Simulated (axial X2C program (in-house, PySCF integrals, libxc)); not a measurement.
Results of a calculation; reference values are marked as such.
## NaAs: input and output

Program: an in-house relativistic program for diatomic molecules.

Input file and command:
```json
{"zs": [33, 11], "q": 0, "bas": ["dyall-cv3z", "dyall-cv3z"], "levels": ["PBE0", "HF", "M06"], "cc": true, "r0": 2.76, "thr": -2.0, "nmax": 90, "npts": 10, "nst": 2, "ntry": 6}
```
```bash
python so2c.py task.json out
```

Keys: zs atomic numbers; q charge; bas basis sets; levels methods; cc coupled cluster on or off; r0 starting distance in Å; thr threshold in hartree for freezing inner shells (an s shell follows its p shell); nmax most natural virtual spinors; npts points on the curve; nst determinants followed; ntry starts of the search. HF also brings MP2.

Output of the M06 step, with spin–orbit coupling, at R = 2.743 Å for the state Ω = 1. It starts from PBE0 orbitals of this distance.

```
two-component X2C + atomic mean field  M06
basis functions 175  fitting functions 913  grid points 5086
iter        total energy     max residual
   1      -2422.547296168     7.67e-02
   2      -2422.551820119     2.68e-03
   3      -2422.551960909     2.16e-03
   4      -2422.552134554     1.12e-03
   5      -2422.552158640     4.08e-04
   6      -2422.552172595     3.08e-04
   7      -2422.552180645     2.26e-04
   8      -2422.552185629     1.52e-04
   9      -2422.552189592     3.25e-05
  10      -2422.552189795     5.12e-06
  11      -2422.552189796     2.87e-06
converged
one-electron -3515.04350909  Coulomb 1122.15176367  exact exchange -26.11057040  xc functional -72.75961788  nuclear repulsion 70.02964913  atomic mean-field constant -0.81990523
```
Energies are in hartree; totals compare only within one Hamiltonian and basis.
